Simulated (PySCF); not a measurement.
**Shapes and spin states of Cu2O2**

These are results of PySCF, PBE0, basis Cu def2-TZVP, O def2-TZVP (no relativity, density fitting), not measurements.

Relaxations began from a few typed shapes and spin states; open shells are unrestricted. The search is not exhaustive: other isomers or separated fragments can lie lower, and high-lying points may rest on an excited occupation.

| spin | group | bonds | angles | imaginary modes (cm⁻¹) | ΔE (kJ/mol) | ΔE with ZPE (kJ/mol) |
| --- | --- | --- | --- | --- | --- | --- |
| broken-symmetry Ms = 0 (⟨S²⟩ 0.45) | D2h | Cu–O 1.806 Å (×4) | Cu–O–Cu 80.8° (×2), O–Cu–O 99.2° (×2) | none | 0.0 | 0.0 |
| singlet | D2h | Cu–O 1.795 Å (×4) | Cu–O–Cu 81.2° (×2), O–Cu–O 98.8° (×2) | none | 4.0 | 4.6 |
| triplet | D2h | Cu–O 1.837 Å (×4) | Cu–O–Cu 79.0° (×2), O–Cu–O 101.0° (×2) | none | 8.7 | 7.0 |
| triplet | C2v | Cu–O 1.913 Å (×4) | Cu–O–Cu 77.8° (×2), O–Cu–O 99.4° (×2) | none | 70.0 | 65.0 |
| triplet | D2h | Cu–O 1.954 Å (×4) | Cu–O–Cu 74.9° (×2), O–Cu–O 105.1° (×2) | 170i | 74.3 | – |

The lowest minimum found is the broken-symmetry Ms = 0 (⟨S²⟩ 0.45) D2h: Cu–O 1.806 Å (×4); Cu–O–Cu 80.8° (×2), O–Cu–O 99.2° (×2).

For the lowest minimum: the determinant is spin-contaminated (⟨S²⟩ = 0.45, pure value 0.00). The spin densities have lower symmetry than the nuclear frame.
